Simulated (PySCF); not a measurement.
C₈H₁₂O, SMILES CC(C)Cc1ccco1 at its GFN2-xTB optimised geometry (Å):

```
21

C     -0.2573    -1.5771     2.4639
C     -1.2832    -1.1919     1.4023
C     -2.3968    -2.2326     1.3324
C     -0.6111    -1.0465     0.0248
C      0.3814     0.0632     0.0000
C      1.7453     0.0632     0.0000
C      2.1452     1.4230     0.0000
C      0.9960     2.1470     0.0022
O     -0.0758     1.3346     0.0020
H      0.1868    -2.5422     2.2281
H     -0.7289    -1.6456     3.4415
H      0.5378    -0.8372     2.5159
H     -1.7206    -0.2238     1.6692
H     -3.1472    -1.9480     0.5982
H     -1.9916    -3.2028     1.0519
H     -2.8847    -2.3320     2.2993
H     -1.3824    -0.8480    -0.7234
H     -0.1051    -1.9774    -0.2350
H      2.3857    -0.7952    -0.0024
H      3.1472     1.8006    -0.0014
H      0.8107     3.2028     0.0025
```

Computed with PBE0/def2-SVP in PySCF. Cells within 0.4 Å of a nucleus heavier than hydrogen are left out (blank, or x).

Map of the Laplacian of the electron density (e/bohr⁵) on the plane z = 1.0 Å:

```
|8888888888888888888888888|
|8888888888888888888888888|
|8888888888888888888888888|
|8888888888888888888888888|
|8888888888888888888888888|
|8888888888888999888888888|
|8888888888888999988888888|
|8888888888889999999888888|
|8888888888899999999988888|
|8888888888999999999988888|
|8888888888899999999888888|
|8888888889999999999888888|
|8888888999999999999888888|
|8888888999999999999888888|
|8888899998699999998888888|
|8888999999699988888888888|
|8888976789999888888888888|
|8888984x99999888888888888|
|8888999579988888888888888|
|8888899509888888888888888|
|8888889999888888888888888|
|8888888888888888888888888|
|8888888888888888888888888|
|8888888888888888888888888|
|8888888888888888888888888|
```
Scale: ten equal steps from -1.47 (start of '0') to 0.194 (end of '9'), in the order '0123456789'; x runs from -5.50 to 5.50, y from -5.50 (bottom) to 5.50 (top).
